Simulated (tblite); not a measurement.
Input of a run (GFN2-xTB geometry optimisation, gas phase (tblite 0.8.0)), started from a force field or distance geometry:
```
{"job": {"kind": "relax", "xc": "GFN2-xTB", "basis": "xTB"}, "charge": 0, "multiplicity": 2}
O     -2.748500    -0.506300     0.029900
C     -1.438000    -0.170500    -0.007000
C     -1.100600     1.157700    -0.179400
C      0.225200     1.576800    -0.230400
C      1.219500     0.588000    -0.060900
S      2.930900     0.756400    -0.070500
N      3.280500    -0.844400     0.161600
C      2.133500    -1.494900     0.246000
C      0.918100    -0.763200     0.120400
C     -0.449800    -1.150600     0.159900
H     -2.847200    -1.463300     0.164100
H     -1.906400     1.893500    -0.296900
H      0.478300     2.615300    -0.356800
H     -0.696400    -2.195000     0.297800
```

Output (eV, eV/Å):
```
step      E/eV     max force
  0    -738.83921    3.670
  1    -739.02995    2.051
  2    -739.08581    0.606
  3    -739.10594    0.311
  4    -739.11612    0.239
  5    -739.11945    0.163
  6    -739.12116    0.086
  7    -739.12193    0.063
  8    -739.12228    0.053
  9    -739.12249    0.036
 10    -739.12260    0.030
 11    -739.12267    0.027
 12    -739.12273    0.023
 13    -739.12278    0.021
 14    -739.12284    0.018
 15    -739.12288    0.016
 16    -739.12291    0.013
 17    -739.12293    0.012
 18    -739.12294    0.009
```

Task: Summarise the run.

Result: The energy falls by 6.5 kcal/mol over 18 L-BFGS steps, the largest force on an atom goes from 3.67 to 0.009 eV/Å, and the atoms move by 0.036 Å rms after alignment. The bond that changes most is N7–C8 (ends: nitrogen bonded to C and S; carbon bonded to C and N), which shortens by 0.075 Å. Bonds longer at the end by more than 0.005 Å: 4 of 15; shorter: 8. Among the angles that change most is C5–S6–N7, from 96.6° to 91.2°. The energy never rose by more than 1e-5 eV on the way. The first step brought 67 % of the lowering.

Task: What are the final bond lengths?

Result: O1–C2 1.357 Å, C2–C3 1.405 Å, C3–C4 1.376 Å, C4–C5 1.387 Å, C5–S6 1.751 Å, S6–N7 1.700 Å, N7–C8 1.246 Å, C8–C9 1.413 Å, C9–C10 1.391 Å, C2–C10 1.383 Å, C5–C9 1.421 Å, O1–H11 0.965 Å, C3–H12 1.078 Å, C4–H13 1.079 Å, C10–H14 1.081 Å. Numbering counts from 1 in the input's order; the species is `c12c(cc(O)cc2)[c]ns1` [radical].

Hardware: one thread, Arm Neoverse V1 (aarch64), shared host with 32 logical CPUs at a one-minute load of 18. Cost: 0.14 s.

Its GFN2-xTB frequencies are all real (lowest 120 cm⁻¹). 2 starts were optimised and ended at 0.00 and 0.29 kcal/mol (GFN2-xTB); the lowest of these is shown.

Conformer computed: `[OH:1][c:2]1[cH:3][cH:4][c:5]2[s:6][n:7][c:8][c:9]2[cH:10]1`: H–O1–C2–C3 180°.

One conformer stands for the species.
